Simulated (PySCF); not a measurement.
These 2 structures share the formula C7H12O. Method: PBE0-D3(BJ)/def2-SVP geometry optimisation, gas phase (PySCF). One conformer each; no zero-point energy, no entropy. No frequencies were run at this level. Point groups hold within 0.08 Å.

Question: Rank from lowest to highest electronic energy at this level (kcal/mol).
A. `[CH3:1][O:2][C@@H:3]1[CH2:4][C@@H:5]2[CH2:6][CH2:7][C@H:8]12` with C1–O2–C3–C4 176°
B. `[CH2:1]=[C:2]1[CH2:3][CH2:4][C@@:5]1([CH3:6])[O:7][CH3:8]` with C4–C5–O7–C8 162°, C1–C2–C3–C4 -155°, C2–C3–C4–C5 -16°, C3–C4–C5–C6 137°, C1–C2–C5–C4 155°

Answer: B (0.0), A (1.0).

As drawn, the lower has a C=C bond outside aromatic rings, which the higher lacks. Neighbours under 2.5 kcal/mol apart (C=C1CC[C@@]1(C)OC and CO[C@@H]1C[C@@H]2CC[C@@H]21) can change places with a better method, another conformer or zero-point energy.

```json
{"SMILES": "C=C1CC[C@@]1(C)OC", "E (Eh)": "-348.48045", "E rel (kcal/mol)": "0.0", "dipole (D)": "0.88", "point group": "C1", "A, B, C (MHz)": "2549, 1902, 1699"}
{"SMILES": "CO[C@@H]1C[C@@H]2CC[C@@H]21", "E (Eh)": "-348.47880", "E rel (kcal/mol)": "1.0", "dipole (D)": "1.17", "point group": "C1", "A, B, C (MHz)": "3993, 1653, 1391"}
```

As an exercise, what shares would exp(−E/RT) give at 1000 K from these electronic energies alone (no entropy, no degeneracies)?

RT = 1.987 kcal/mol: C=C1CC[C@@]1(C)OC 62.7 %, CO[C@@H]1C[C@@H]2CC[C@@H]21 37.3 %.
